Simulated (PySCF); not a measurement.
I2Ti, neutral, multiplicity 3. Atoms are numbered in the order given.

```xyz
3

Ti     0.0000     0.0000     0.0000
I      0.0000     0.0000    -2.6146
I      0.0000     0.0000     2.6146
```
Charge 0, spin multiplicity 3.

Coordinates come from a B3LYP-D3(BJ)/def2-SVP optimisation. The spin state was assumed, not searched. The def2 effective core potentials stand for the cores of I; spin–orbit coupling is left out.

Calculation: PBE/def2-TZVPD (PySCF).

Mulliken values depend strongly on the basis, most of all with diffuse functions as here. ESP charges are fitted to the potential on shells at 1.4 to 2.0 van der Waals radii. Atomic charges (e):

```csv
atom,ESP fit,Mulliken,Mulliken spin
Ti1,0.31,0.23,2.26
I2,-0.15,-0.11,-0.13
I3,-0.15,-0.11,-0.13
```
